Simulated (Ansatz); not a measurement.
`C[SiH2][SiH2]CF` + H₂O → `O[SiH2][SiH2]CF` + CH₄  (formal hydrolysis of the Si–C bond)

Computed with Ansatz on PBE0-D4/def2-TZVP structures; ΔE is electronic, products minus reactants. CCSD(T)/CBS is the MP2 limit (def2-TZVPP, def2-QZVPP) plus CCSD(T) − MP2 in def2-TZVPP, frozen cores. This one scheme is used for every species. Functionals use def2-TZVPP. One conformer a species, not always the lowest.

`C[SiH2][SiH2]CF`:

Cartesian coordinates in Å:
```
C 0.438 1.772 0.960
Si 0.481 -0.054 1.392
Si -0.719 -1.299 -0.189
C -0.311 -0.647 -1.930
F 1.068 -0.514 -2.085
H 0.992 2.357 1.697
H -0.588 2.145 0.932
H 0.892 1.939 -0.019
H 1.887 -0.544 1.427
H -0.110 -0.288 2.741
H -0.400 -2.751 -0.106
H -2.192 -1.138 -0.014
H -0.675 -1.315 -2.717
H -0.765 0.337 -2.090
```

H₂O:

Z-matrix (Å, degrees):
```
O
H 1 0.960
H 1 0.960 2 105.1
```

`O[SiH2][SiH2]CF`:

Cartesian coordinates in Å:
```
O 1.303 -2.232 -1.304
Si -0.006 -1.430 -0.687
Si 0.574 0.689 0.150
C -0.972 1.618 0.758
F -1.674 0.837 1.672
H 1.997 -2.483 -0.693
H -0.952 -1.282 -1.822
H -0.667 -2.220 0.390
H 1.202 1.529 -0.910
H 1.545 0.564 1.274
H -1.642 1.852 -0.076
H -0.707 2.560 1.248
```

CH₄:

Z-matrix (Å, degrees):
```
C
H 1 1.090
H 1 1.090 2 109.5
H 1 1.090 2 109.5 3 -120.0
H 1 1.090 2 109.5 3 120.0
```

CCSD(T)/CBS gives -80.7 kJ/mol.

(1) Another level gave -83.2 kJ/mol. Which?
A. MP2/def2-TZVPP
B. SCS-MP2/def2-TZVPP
C. HF/def2-TZVPP
D. PBE0-D4/def2-TZVPP

Largest T1 diagnostic among the species: 0.012.

Answers

(1) A. MP2/def2-TZVPP -83.2, SCS-MP2/def2-TZVPP -88.0, HF/def2-TZVPP -102.1, PBE0-D4 -76.6 kJ/mol.

The D4 term adds +5.6 kJ/mol with B3LYP and +3.3 kJ/mol with PBE0; it sums over pairs of atoms, weighted by their polarisabilities, and B3LYP, whose exchange is more repulsive, gets the larger term. In def2-TZVPP, CCSD(T) changes the Hartree–Fock value by +19.8 kJ/mol (the triples alone add +2.1 kJ/mol) and MP2 by +18.9 kJ/mol.

CCSD(T)/CBS has its own doubt, a few kJ/mol and more with outer-core shells, so smaller differences from it don't rank the levels.

B3LYP here is the variant with VWN-RPA as its local correlation; programs differ in this.
